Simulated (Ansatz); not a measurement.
C2H5O (SMILES [CH2]OC), doublet, at a GFN2-xTB geometry. Base run: Ansatz (an electronic-structure program) with PBE0/def2-SV(P).

Input for Ansatz:
Ansatz 0.2 input:
```yaml
crystal:
  periodic: [false, false, false]
  atoms:
    - {symbol: C, position_ang: [1.21829606, -0.16765284, -0.00816610]}
    - {symbol: O, position_ang: [-0.01053073, 0.03540515, 0.54193710]}
    - {symbol: C, position_ang: [-1.08283755, 0.08170466, -0.36068832]}
    - {symbol: H, position_ang: [1.37028160, 0.04044441, -1.05256614]}
    - {symbol: H, position_ang: [2.02154297, -0.09427015, 0.69664668]}
    - {symbol: H, position_ang: [-0.93315226, 0.86184055, -1.11602031]}
    - {symbol: H, position_ang: [-1.21113336, -0.87973184, -0.87140938]}
    - {symbol: H, position_ang: [-1.97604407, 0.30416488, 0.22097881]}
basis:
  gaussian:
    orbitals: def2-SV_P_.json
hamiltonian:
  xc: pbe0
magnetization: {spin_polarized: true, initial_magnetization: 1}
```
The basis file holds def2-SV(P) in the JSON format of the Basis Set Exchange.

Variants of this job, named by their change:

```
change                                       E (Eh)  <S^2>
---------------------------------------  ----------  -----
base                                     -154.05413  0.754
functional = hse06                       -154.04584  0.754
functional = cam_b3lyp                   -154.16006  0.753
functional = pbe                         -154.03924  0.752
functional = revpbe                      -154.18525  0.753
functional = b3lyp; dispersion = d3bj    -154.24233  0.753
functional = blyp; dispersion = d3bjatm  -154.17801  0.752
functional = SVWN5                       -152.93642  0.752
functional = r2scan                      -154.14052  0.755
functional = b3lyp5                      -154.14452  0.753
functional = pbe0; dispersion = d4       -154.05677  0.754
functional = B97M-V                      -154.19316  0.754
functional = BHLYP                       -154.14259  0.755
```

Total energies compare only within one method and basis.
